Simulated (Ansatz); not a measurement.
`[NH2][Hf]([NH2])([NH2])[Cl]`. The species carries charge 0 and has multiplicity 1. Hf: def2 effective core potential. All single points use the PBE0-D4/def2-TZVP geometry. It is one conformer, not always the lowest.

```xyz
11

N    -0.081    1.889    0.157
Hf   -0.346   -0.053   -0.365
N     1.466   -0.761   -0.933
N    -0.866   -1.049    1.322
Cl   -1.981   -0.299   -2.087
H     0.015    2.655   -0.496
H    -0.106    2.260    1.095
H     1.622   -1.643   -1.403
H     2.344   -0.267   -0.867
H    -1.785   -1.035    1.743
H    -0.283   -1.697    1.833
```

What is the dipole moment at PBE/def2-TZVPP? (An estimate is asked.)

Ansatz gave: 2.79 D, with components (1.91, 0.29, 2.01) D in this frame, pointing from negative to positive charge.

And with r2SCAN, B3LYP, ωB97M-V? (Estimate.)

Ansatz gave: r2SCAN 2.83 D, B3LYP 2.76 D, ωB97M-V 2.71 D.

Give the Mulliken charges with PBE, r2SCAN, B3LYP in def2-TZVPP. (Estimate.)

Computed: 
| atom | PBE | r2SCAN | B3LYP |
| --- | --- | --- | --- |
| N1 | -0.42 | -0.51 | -0.45 |
| Hf2 | 0.68 | 0.93 | 0.85 |
| N3 | -0.42 | -0.51 | -0.45 |
| N4 | -0.42 | -0.51 | -0.45 |
| Cl5 | -0.32 | -0.35 | -0.34 |
| H6 | 0.14 | 0.16 | 0.13 |
| H7 | 0.15 | 0.16 | 0.14 |
| H8 | 0.14 | 0.16 | 0.13 |
| H9 | 0.15 | 0.16 | 0.14 |
| H10 | 0.14 | 0.16 | 0.13 |
| H11 | 0.15 | 0.16 | 0.14 |

B3LYP here is the variant with VWN-RPA as its local correlation; programs differ in this.
